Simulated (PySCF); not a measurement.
C₆ coefficients of unlike pairs at PW91

Calculated with PySCF 2.14 from the dipole response of each species, C₆(A,B) = (3/π) ∫ α_A(iu) α_B(iu) du, in atomic units, from isotropic polarisabilities. For ions this is the dispersion term alone; charge-induced terms of lower order in 1/R come first.

```csv
species,configuration,basis,relativity,α (bohr³),C₆ (like pair)
Cr²⁺,[Ar] 3d4 (5D),aug-cc-pwCVTZ (10s9p7d4f3g),none,4.506,13.51
Os⁺,[Xe] 4f14 5d6 6s1 (6D),"aug-cc-pVTZ-PP with one added diffuse shell each of s, p, d, f, g type with ECP60MDF (7s7p6d4f3g)",core potential,27.20,226.5
Kr³⁺,[Ar] 3d10 4s2 4p3 (4S),def2-TZVPPD (7s6p5d1f),none,5.591,21.53
```

Q: Estimate C₆ for Kr³⁺ with Cr²⁺.

A: The integral gives 16.90. The combination rule 2 C_A C_B / (C_A α_B/α_A + C_B α_A/α_B) gives 17.05 and the geometric mean 17.05.

No spin-orbit coupling is included.

The other pairs:

```
     pair     C₆
Kr³⁺, Os⁺  66.89
Os⁺, Cr²⁺  52.30
```
